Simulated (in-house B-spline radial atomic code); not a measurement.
The europium ion Eu²⁺: [Kr] (4d3/2)4 (4d5/2)5 (4f5/2)2 (4f7/2)6 5s2 5p6 (an excited or competing configuration)

Method: Dirac-Hartree-Fock, average of the jj configuration, Fermi nucleus of rms radius 5.1115 fm. Calculated with a radial B-spline atomic code at the basis-set limit.

Screening seen three ways: the hydrogenic charge with the same mean radius, Z_r = [3n² - l(l+1)]/(2<r>), the one with the same energy, Z_e = n√(-2ε), and Slater's rules. Values are occupation-weighted means over j. An effective charge above Z reflects the relativistic contraction of the inner shells.

```json
{"shell": "1s", "electrons": "2", "ε (eV)": "-48825", "<r> (bohr)": "0.02231", "Z_r": "67.22", "Z_e": "59.90", "Slater": "62.70"}
{"shell": "2s", "electrons": "2", "ε (eV)": "-8150.7", "<r> (bohr)": "0.09449", "Z_r": "63.50", "Z_e": "48.95", "Slater": "58.85"}
{"shell": "2p", "electrons": "6", "ε (eV)": "-7281", "<r> (bohr)": "0.08361", "Z_r": "59.80", "Z_e": "46.27", "Slater": "58.85"}
{"shell": "3s", "electrons": "2", "ε (eV)": "-1856.3", "<r> (bohr)": "0.2482", "Z_r": "54.40", "Z_e": "35.04", "Slater": "51.75"}
{"shell": "3p", "electrons": "6", "ε (eV)": "-1577.4", "<r> (bohr)": "0.2466", "Z_r": "50.69", "Z_e": "32.30", "Slater": "51.75"}
{"shell": "3d", "electrons": "10", "ε (eV)": "-1192.8", "<r> (bohr)": "0.2256", "Z_r": "46.53", "Z_e": "28.09", "Slater": "41.85"}
{"shell": "4s", "electrons": "2", "ε (eV)": "-402.69", "<r> (bohr)": "0.5657", "Z_r": "42.43", "Z_e": "21.76", "Slater": "35.25"}
{"shell": "4p", "electrons": "6", "ε (eV)": "-307.39", "<r> (bohr)": "0.598", "Z_r": "38.46", "Z_e": "19.01", "Slater": "35.25"}
{"shell": "4d", "electrons": "9", "ε (eV)": "-171.05", "<r> (bohr)": "0.654", "Z_r": "32.11", "Z_e": "14.18", "Slater": "24.20"}
{"shell": "5s", "electrons": "2", "ε (eV)": "-68.715", "<r> (bohr)": "1.402", "Z_r": "26.75", "Z_e": "11.24", "Slater": "11.30"}
{"shell": "5p", "electrons": "6", "ε (eV)": "-43.284", "<r> (bohr)": "1.625", "Z_r": "22.46", "Z_e": "8.92", "Slater": "11.30"}
{"shell": "4f", "electrons": "8", "ε (eV)": "-25.78", "<r> (bohr)": "0.9021", "Z_r": "19.95", "Z_e": "5.51", "Slater": "15.55"}
```

The least bound orbital is 4f7/2 at -25.58 eV, while the most diffuse is 5p3/2 (<r> = 1.653 bohr against 0.9065 bohr): energy order and size order differ. The part-filled 4d shell lies below the filled 5p shell in orbital energy.

For the 1s electron the small component carries 5.5 % of the norm, the zero-frequency Breit interaction raises the level by 143.3 eV, self-energy by 85.42 eV, and vacuum polarisation lowers it by 13.72 eV.
